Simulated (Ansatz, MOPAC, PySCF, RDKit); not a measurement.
Noncovalent pair: SiH4 (SMILES [SiH4]) (first 5 atoms) with CH3NO (SMILES NC=O); geometry from B3LYP-D3(BJ)/def2-TZVP, rigid monomers moved along the line of their centres of mass till Si1···O8 is 2.82 Å.
(charge 0, multiplicity 1):
| atom | x (Å) | y (Å) | z (Å) |
|---|---|---|---|
| Si | -0.0140 | -0.0004 | 0.1624 |
| H | 0.6147 | 1.0408 | 1.0129 |
| H | 0.2391 | 0.3896 | -1.2487 |
| H | -1.4700 | -0.0371 | 0.3943 |
| H | 0.6207 | -1.3088 | 0.4132 |
| N | 0.8270 | 0.5809 | 3.7169 |
| C | -0.0530 | -0.4461 | 3.7382 |
| O | -0.6073 | -0.9061 | 2.7631 |
| H | 1.0502 | 1.0219 | 2.8384 |
| H | 1.2479 | 0.9227 | 4.5622 |
| H | -0.2240 | -0.8404 | 4.7558 |

Counterpoise-corrected where a basis set is named; no monomer relaxation. Rows marked so take none.

Rows in STO-3G carry no dispersion term and start afresh at each structure. The state that PM7 reach isn't checked; PM7 holds dispersion and hydrogen-bond terms.

The values were computed with Ansatz (a quantum-chemistry and plane-wave program) with Gaussian orbitals; MOPAC for PM7 (differences of heats of formation); PySCF for STO-3G rows; RDKit for the force fields. Each number belongs to the level named beside it.

Q: One of these levels gives 6.77 kcal/mol for the interaction energy. Which one is it?
(A) HF/STO-3G (no counterpoise)
(B) PM7
(C) MMFF94
(D) HF/aug-cc-pV(D+d)Z

A: C, MMFF94. The others give 1.63 (PM7), 1.96 (HF/STO-3G (no counterpoise)), 2.28 (HF/aug-cc-pV(D+d)Z)
